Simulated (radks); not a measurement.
Fractional charge and spin in the 3p shell of copper: the spin-up occupation runs from 2 to 3 and the spin-down occupation from 2 to 3; the fullest corner is Cu2+, [Ne] 3s2 3d(up 4.5, down 4.5) 3p(up 3, down 3). Method: scalar-relativistic Kohn-Sham, PBE, spin-polarised, spherical densities, finite nucleus; Fermi nuclear charge, rms radius of each element as measured or else 0.836 A^(1/3) + 0.57 fm; computed with a radial shooting solver on a logarithmic mesh with Libxc functionals. Energy (eV) minus the two flat planes that join the four corners (they meet along the diagonal where the two added fractions sum to one electron); zero is where a piecewise linear energy would lie.

\begin{tabular}{lrrrrr}
down \ up & 2 & 2.25 & 2.5 & 2.75 & 3 \\ \hline
2 & 0.000 & -2.152 & -2.850 & -2.122 & 0.000 \\
2.25 & -2.152 & -2.751 & -1.927 & 0.290 & -1.940 \\
2.5 & -2.850 & -1.927 & 0.387 & -1.748 & -2.560 \\
2.75 & -2.122 & 0.290 & -1.748 & -2.465 & -1.899 \\
3 & 0.000 & -1.940 & -2.560 & -1.899 & 0.000 \\
\end{tabular}

Corners above the fullest one (they belong to Cu3+ and the next ion): (up 3, down 2) 107.60 eV, (up 2, down 3) 107.60 eV, (up 2, down 2) 238.43 eV. With half an added electron in each spin the energy lies 0.387 eV from the planes, and with half an added electron in spin up alone -2.850 eV. The planes are only a guide here: the flat-plane condition holds for ground states with one frontier orbital, while this shell lies below other occupied shells, so the corners above the fullest one are inner-hole states and not the ground states of those ions.
